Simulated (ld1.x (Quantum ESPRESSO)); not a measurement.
Reading a pseudo-wave (Ga (Z = 31))

Columns: radius, all-electron u(r) and pseudo u(r) of the 4s shell (level -8.95 eV) of gallium in the configuration [Ar] 3d10 4s2 4p1; PBE, scalar-relativistic, PAW scheme, ld1.x (Quantum ESPRESSO) 7.5.

```tsv
r (bohr)	all-electron	pseudo
0.100	-0.1314	-0.0285
0.200	-0.1355	-0.0582
0.300	0.0984	-0.0902
0.400	0.2704	-0.1255
0.500	0.3139	-0.1646
0.600	0.2572	-0.2078
0.700	0.1439	-0.2550
0.800	0.0078	-0.3055
0.900	-0.1298	-0.3586
1.000	-0.2575	-0.4130
1.100	-0.3694	-0.4672
1.200	-0.4636	-0.5196
1.300	-0.5401	-0.5684
1.400	-0.6002	-0.6120
1.500	-0.6454	-0.6490
1.600	-0.6775	-0.6780
1.700	-0.6984	-0.6984
1.800	-0.7097	-0.7097
1.900	-0.7129	-0.7129
2.000	-0.7093	-0.7093
2.100	-0.7003	-0.7003
2.200	-0.6867	-0.6867
2.300	-0.6695	-0.6695
2.400	-0.6495	-0.6495
2.500	-0.6274	-0.6274
2.600	-0.6038	-0.6038
```

Q: How many radial nodes do the two functions have?

A: The all-electron 4s function has n − l − 1 = 3 (the table is too coarse to show those close to the nucleus); the pseudo-wave has 0, since the states of the same l below it are removed with the core.

Q: At about which radius was the pseudo-wave matched?

A: 1.70 bohr, where the columns begin to agree (steps of 0.10 bohr).

Q: Is the pseudo-wave norm-conserving?

A: No, it belongs to a PAW set: the norm inside the radius is not constrained, and the difference is carried by the augmentation charge.
